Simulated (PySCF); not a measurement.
C4H4O3. Atoms are numbered in the order given.

```xyz
11

C     -1.0575    -1.8537     0.0000
C     -0.5835    -0.6020     0.0000
O     -1.3296     0.5373     0.0000
C     -0.4465     1.6519     0.0000
O      0.8749     1.1547     0.0000
C      0.8556    -0.2170     0.0000
O      1.8405    -0.8980     0.0000
H     -0.3390    -2.6732     0.0000
H     -2.1267    -2.0654     0.0000
H     -0.6148     2.2555     0.9067
H     -0.6148     2.2555    -0.9067
```

The structure is a stationary point at TPSSh-D3(BJ)/def2-SVP. Other conformers were not sampled.

Level of theory: PBE/def2-TZVP (PySCF).

The molecule is in vacuum.

```yaml
total_energy: -380.21400 hartree
point_group: Cs
highest_occupied_level: -6.14 eV
lowest_empty_level: -2.43 eV
orbital_gap: 3.70 eV
dipole_moment: 3.11 D
quadrupole, principal values (traceless, Buckingham form, about the centre of nuclear charge): -9.46, 0.93, 8.53 D·Å
mean_static_polarisability: 58.4 bohr³ (8.65 Å³)
polarisability_principal_values: 36.8, 57.6, 80.9 bohr³
```
